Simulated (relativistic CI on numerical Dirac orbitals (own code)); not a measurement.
d6 in a ligand field

Computed with a parametric ligand-field model of a d^n configuration (Racah B and C, spin-orbit zeta, crystal field), exact diagonalisation.

Field parameters in Wybourne normalisation: Td as Oh with Dq negative (B⁴₀ = 21Dq, B⁴₄ = √(5/14) B⁴₀). The field is a parameter set, without covalency.

Problem. Ground term and bands for B = 350, C = 1530, ζ = 0 cm⁻¹, Td, 10Dq = -980 cm⁻¹?

Solution. Ground term 5E with 3.00 electrons in the two orbitals of the cubic e set. Spin-allowed: 5T2 980 cm⁻¹. Lowest spin-forbidden: 3T1 7215 cm⁻¹ (1386 nm), 3E 7662 cm⁻¹ (1305 nm), 3T2 8126 cm⁻¹ (1231 nm).

Problem. Ground term and bands for B = 350, C = 1530, ζ = 0 cm⁻¹, Td, 10Dq = -6650 cm⁻¹?

Solution. Ground term 5E with 3.00 electrons in the two orbitals of the cubic e set. Spin-allowed: 5T2 6650 cm⁻¹ (1504 nm). Lowest spin-forbidden: 3T1 2384 cm⁻¹, 1T2 6563 cm⁻¹ (1524 nm), 1E 7023 cm⁻¹ (1424 nm).

Problem. Ground term and bands for B = 350, C = 1530, ζ = 0 cm⁻¹, Td, 10Dq = -5390 cm⁻¹?

Solution. Ground term 5E with 3.00 electrons in the two orbitals of the cubic e set. Spin-allowed: 5T2 5390 cm⁻¹ (1855 nm). Lowest spin-forbidden: 3T1 3555 cm⁻¹ (2813 nm), 1T2 7668 cm⁻¹ (1304 nm), 3E 7843 cm⁻¹ (1275 nm).

Problem. Ground term and bands for B = 350, C = 1530, ζ = 0 cm⁻¹, Td, 10Dq = -1920 cm⁻¹?

Solution. Ground term 5E with 3.00 electrons in the two orbitals of the cubic e set. Spin-allowed: 5T2 1920 cm⁻¹. Lowest spin-forbidden: 3T1 6569 cm⁻¹ (1522 nm), 3E 7736 cm⁻¹ (1293 nm), 3T1 8256 cm⁻¹ (1211 nm).

Problem. Ground term and bands for B = 350, C = 1530, ζ = 0 cm⁻¹, Td, 10Dq = -2870 cm⁻¹?

Solution. Ground term 5E with 3.00 electrons in the two orbitals of the cubic e set. Spin-allowed: 5T2 2870 cm⁻¹. Lowest spin-forbidden: 3T1 5798 cm⁻¹ (1725 nm), 3E 7781 cm⁻¹ (1285 nm), 3T1 8261 cm⁻¹ (1210 nm).
